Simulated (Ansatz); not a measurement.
CH$_{3}$BOS, SMILES `OBC=S`, charge 0, multiplicity 1.

(1) Give a relaxed structure at PBE0-D4/def2-TZVP (the Gaussian-basis code of Ansatz). (An estimate is asked.)

## Answers

(1) The calculation gave: 
```xyz
7

O    -1.450    0.298    0.356
B    -0.359   -0.191   -0.272
C     1.038    0.210    0.319
S     2.426   -0.302   -0.324
H    -2.279    0.024   -0.044
H    -0.447   -0.898   -1.235
H     1.071    0.859    1.199
```
Point group Cs.
